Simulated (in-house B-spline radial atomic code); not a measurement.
## Cl⁷⁺: [He] 2s1 2p6 3d1 (an excited or competing configuration)

All numbers are computed (non-relativistic BLYP, spin-polarised, spherical fractional occupations; point nucleus) with an all-electron radial atomic-structure program (B-spline basis), not measured.

Effective charges: Z_r = [3n² - l(l+1)]/(2<r>) from the radius, Z_e = n√(-2ε) from the energy, and Slater's rules. Values are occupation-weighted means over spin.

| shell | electrons | ε (eV) | <r> (bohr) | Z_r | Z_e | Slater |
| --- | --- | --- | --- | --- | --- | --- |
| 1s | 2 | -2919.7 | 0.09129 | 16.43 | 14.65 | 16.70 |
| 2s | 1 | -407.58 | 0.4337 | 13.84 | 10.95 | 13.20 |
| 2p | 6 | -348.51 | 0.3906 | 12.80 | 10.12 | 13.20 |
| 3d | 1 | -94.914 | 1.191 | 8.82 | 7.92 | 8.00 |

The least bound orbital is 3d up at -94.91 eV, and it is also the most diffuse (<r> = 1.191 bohr). The part-filled 2s shell lies below the filled 2p shell in orbital energy.
